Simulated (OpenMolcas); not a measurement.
F+: effect of the active space

| Quantity | Value |
| --- | --- |
| Program | OpenMolcas |
| Method | CASSCF |
| Basis | ANO-RCC-MB |
| Scalar Hamiltonian | DKH2, point nucleus |
| Spin-orbit coupling | state interaction with AMFI integrals over the reference wave functions, term energies averaged over their components |

A. 4 electrons in 3 orbitals (2p); 2S+1 = 3 even, 3 roots; 2S+1 = 1 even, 6 roots; cost roughly 2.5 core-seconds
B. 6 electrons in 4 orbitals (2s 2p); 2S+1 = 3 even, 3 roots; 2S+1 = 1 even, 6 roots; 2S+1 = 3 odd, 3 roots; 2S+1 = 1 odd, 3 roots; cost about 9 core-seconds

Energies in cm⁻¹ above 2s² 2p⁴ ³P₂, the measured ground level; measured values from NIST Handbook of Basic Atomic Spectroscopic Data.

```
      Level      A      B  Measured
2s² 2p⁴ ³P₂    0.0    0.0       0.0
2s² 2p⁴ ³P₁    271    271       341
2s² 2p⁴ ³P₀    403    402       490
2s² 2p⁴ ¹D₂  19790  19790     20873
2s² 2p⁴ ¹S₀  49268  37348     44918
```

Deviations, from unrounded energies. A percentage is the sum of absolute deviations over the sum of measured energies, with the sign that they share, or ± where signs differ.

| Against measurement | Levels | A | B |
| --- | --- | --- | --- |
| mean absolute deviation (cm-1) | 4 | 1400 | 2200 |
| fine structure of the ground term (%) | 2 | -18.9 | -19.0 |
| other terms of the ground configuration (%) | 2 | ±8.3 | -13.2 |

A lies closest to measurement on these levels. The largest miss of A in the table is 2s² 2p⁴ ¹S₀, by +4300 cm-1. The ranking rests on the paired levels alone, and a cruder setting can come out closer through cancelling errors.

Between A and B the level of the table that moves most is 2s² 2p⁴ ¹S₀, by 12000 cm-1 (lowest in B, highest in A).

Without dynamic correlation excited terms often stand tens of per cent too high (terms of higher spin than the ground term too low), and those without a measured partner can miss by more than the paired ones. With the s shell closed, the reference lacks s² → p² mixing (holds for A). Computed and measured levels are paired by configuration, term and J; levels that our copy of the source lacks, or whose pairing is in doubt (as where it misses far off the trend of its configuration), stay unpaired and out of the deviations. Levels of configurations outside the active space are missing. Levels that lie high or do not pair safely by name in every column are left out.
